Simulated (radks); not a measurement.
Values are calculated unless marked as measured or tabulated.
Initial-state core-level shifts of neutral mercury when its valence configuration changes from [Hg]. Level of theory: scalar-relativistic Kohn-Sham, r2SCAN, spin-unpolarised, spherical densities, finite nucleus; meta-GGA in the generalised Kohn-Sham scheme; Fermi nuclear charge, rms radius 5.4648 fm (a radial shooting solver on a logarithmic mesh with Libxc functionals). Shifts are changes of the shell-averaged eigenvalues in eV (positive: less bound); the change of the density at the nucleus, which sets a Mossbauer isomer shift, is in e/bohr^3, on a base of 2.5e+06.

[Xe] 4f14 5d9.5 6s2 6p0.5: 1s -2.964; 2p -3.011; 4p -2.986; 5s -2.898; density at nucleus +31.2
[Xe] 4f12 5d10 6s2 6p2: 1s -38.487; 2p -40.965; 4p -38.288; 5s -19.928; density at nucleus +471.5
[Xe] 4f13.5 5d10 6s2 6p0.5: 1s -9.400; 2p -9.984; 4p -9.440; 5s -5.010; density at nucleus +113.9
[Xe] 4f14 5d9 6s2 6p1: 1s -5.814; 2p -5.915; 4p -5.854; 5s -5.657; density at nucleus +61.5
[Xe] 4f11.5 5d10 6s2 6p2.5: 1s -48.561; 2p -51.718; 4p -48.153; 5s -24.947; density at nucleus +597.5
[Xe] 4f14 5d8 6s2 6p2: 1s -11.449; 2p -11.679; 4p -11.515; 5s -11.027; density at nucleus +123.8
[Xe] 4f13 5d10 6s2 6p1: 1s -18.916; 2p -20.107; 4p -18.939; 5s -9.970; density at nucleus +229.8
[Xe] 4f12.5 5d9 6s2 6p2.5: 1s -34.535; 2p -36.505; 4p -34.480; 5s -20.487; density at nucleus +417.6
[Xe] 4f14 5d10 6p2: 1s -4.299; 2p -4.203; 4p -4.248; 5s -4.314; density at nucleus -329.6
